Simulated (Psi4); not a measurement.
Br₃Ge, charge +2, quartet, geometry from GFN2-xTB of the parent state (a state made from the parent by changing its charge; the spin is typed, not shown lowest); Psi4 with SVWN/def2-SV(P).

Here is a job for Psi4.
```
memory 2 GB

molecule mol {
2 4
Br    2.153815   -0.766569    0.034889
Ge    0.000000    0.000000    0.000000
Br   -1.741042   -1.482068   -0.003046
Br   -0.412773    2.248637   -0.031842
}

set {
  basis def2-sv(p)
  reference uks
}

energy('svwn')
print_variables()
```

What does Psi4 print? Leave out banner, timings and long lists.


```
   => Loading Basis Set <=

    Name: DEF2-SV(P)
    Role: ORBITAL
    Keyword: BASIS

         ---------------------------------------------------------
                                   SCF
               by Justin Turney, Rob Parrish, Andy Simmonett
                          and Daniel G. A. Smith
                              UKS Reference
         ---------------------------------------------------------

  ==> Geometry <==

    Molecular point group: c1
    Full point group: C1

    Geometry (in Angstrom), charge = 2, multiplicity = 4:

       Center              X                  Y                   Z               Mass
    ------------   -----------------  -----------------  -----------------  -----------------
         BR           2.153815000000    -0.766569000000     0.034888745979    78.918337600000
         GE           0.000000000000    -0.000000000000    -0.000000254021    73.921177761000
         BR          -1.741042000000    -1.482068000000    -0.003046254021    78.918337600000
         BR          -0.412773000000     2.248637000000    -0.031842254021    78.918337600000

  Running in c1 symmetry.

  Rotational constants: A =      0.02724  B =      0.02724  C =      0.01362 [cm^-1]
  Rotational constants: A =    816.64292  B =    816.64249  C =    408.32135 [MHz]
  Nuclear repulsion = 1268.712928200435044

  Charge       = 2
  Multiplicity = 4
  Electrons    = 135
  Nalpha       = 69
  Nbeta        = 66

  ==> Algorithm <==

  SCF Algorithm Type is DF.
  DIIS enabled.
  MOM disabled.
  Fractional occupation disabled.
  Guess Type is SAD.
  Energy threshold   = 1.00e-06
  Density threshold  = 1.00e-06
  Integral threshold = 1.00e-12

  ==> Primary Basis <==

  Basis Set: DEF2-SV(P)
    Blend: DEF2-SV(P)
    Number of shells: 48
    Number of basis functions: 128
    Number of Cartesian functions: 140
    Spherical Harmonics?: true
    Max angular momentum: 2

  ==> DFT Potential <==

   => LibXC <=

    Version 7.1.2
    S. Lehtola, C. Steigemann, M. J. T. Oliveira, and M. A. L. Marques,  SoftwareX 7, 1–5 (2018) (10.1016/j.softx.2017.11.002)

   => Composite Functional: SVWN <=

    Slater exchange
    Vosko, Wilk & Nusair (VWN5_RPA)
    P. A. M. Dirac,  Math. Proc. Cambridge Philos. Soc. 26, 376 (1930) (10.1017/S0305004100016108)
    F. Bloch,  Z. Phys. 57, 545 (1929) (10.1007/BF01340281)
    S. H. Vosko, L. Wilk, and M. Nusair,  Can. J. Phys. 58, 1200 (1980) (10.1139/p80-159)

    Deriv               =              1
[...]
   @DF-UKS iter  89: -9786.43429772902709    4.85537e-04   1.27460e-03 DIIS/ADIIS
   @DF-UKS iter  90: -9786.43787422585228   -3.57650e-03   1.16036e-03 DIIS/ADIIS
   @DF-UKS iter  91: -9786.43667451181682    1.19971e-03   1.19463e-03 DIIS/ADIIS
   @DF-UKS iter  92: -9786.43639603059637    2.78481e-04   1.23495e-03 DIIS/ADIIS
   @DF-UKS iter  93: -9786.43569045525328    7.05575e-04   1.25941e-03 DIIS/ADIIS
   @DF-UKS iter  94: -9786.43892657824654   -3.23612e-03   1.13306e-03 DIIS/ADIIS
   @DF-UKS iter  95: -9786.43869336729404    2.33211e-04   1.18899e-03 DIIS/ADIIS
   @DF-UKS iter  96: -9786.43799127657257    7.02091e-04   1.21763e-03 DIIS/ADIIS
   @DF-UKS iter  97: -9786.44020035140784   -2.20907e-03   1.13889e-03 DIIS/ADIIS
   @DF-UKS iter  98: -9786.43845071210308    1.74964e-03   1.13693e-03 DIIS/ADIIS
   @DF-UKS iter  99: -9786.44094040284836   -2.48969e-03   1.07457e-03 DIIS/ADIIS
   @DF-UKS iter 100: -9786.43864822459545    2.29218e-03   1.14425e-03 DIIS/ADIIS

PsiException: Could not converge SCF iterations in 100 iterations.

  Failed to converge.

Traceback (most recent call last):
  File "psi4", line 375, in <module>
  File "<string>", line 25, in <module>
  File "site-packages/psi4/driver/driver.py", line 533, in energy
  File "site-packages/psi4/driver/procrouting/proc.py", line 2760, in run_scf
  File "site-packages/psi4/driver/procrouting/proc.py", line 2047, in scf_helper
  File "site-packages/psi4/driver/procrouting/scf_proc/scf_iterator.py", line 93, in scf_compute_energy
  File "site-packages/psi4/driver/procrouting/scf_proc/scf_iterator.py", line 86, in scf_compute_energy
  File "site-packages/psi4/driver/procrouting/scf_proc/scf_iterator.py", line 609, in scf_iterate

psi4.driver.p4util.exceptions.SCFConvergenceError: Could not converge SCF iterations in 100 iterations.

Printing out the relevant lines from the Psithon --> Python processed input file:
    Br   -0.412773    2.248637   -0.031842
    ""","mol")
    core.IO.set_default_namespace("mol")
    core.set_global_option("BASIS", "def2-sv(p)")
    core.set_global_option("REFERENCE", "uks")
--> energy('svwn')
    print_variables()

!-------------------------------------------------------!
!                                                       !
!  Could not converge SCF iterations in 100 iterations. !
!                                                       !
!-------------------------------------------------------!
```

The run did not converge; its last values are not results.
